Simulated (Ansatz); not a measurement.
A run of Ansatz (development build ahead of 0.2.0) on singlet AgCl at this shape:

```yaml
atoms:
  - { symbol: Ag, position_ang: [0.0394, 0.0078, -0.6410] }
  - { symbol: Cl, position_ang: [0.0175, 0.0252, 1.6503] }
```

Its results:

| Item | Value |
| --- | --- |
| Converged | yes |
| Total energy | -5601.15607 hartree |
| Spin squared of the determinant | 0.000 |

(1) Which input gives this output? Name the method, the orbitals and the basis set, and write the input.

Answers

(1) RHF in STO-3G. An unrestricted run that stays on the closed shell gives the same numbers.

```yaml
crystal:
  periodic: [false, false, false]
  atoms:
    - { symbol: Ag, position_ang: [0.03939, 0.00776, -0.641] }
    - { symbol: Cl, position_ang: [0.01753, 0.02524, 1.65035] }
basis:
  gaussian: { orbitals: STO-3G }
hamiltonian:
  xc: hf
```
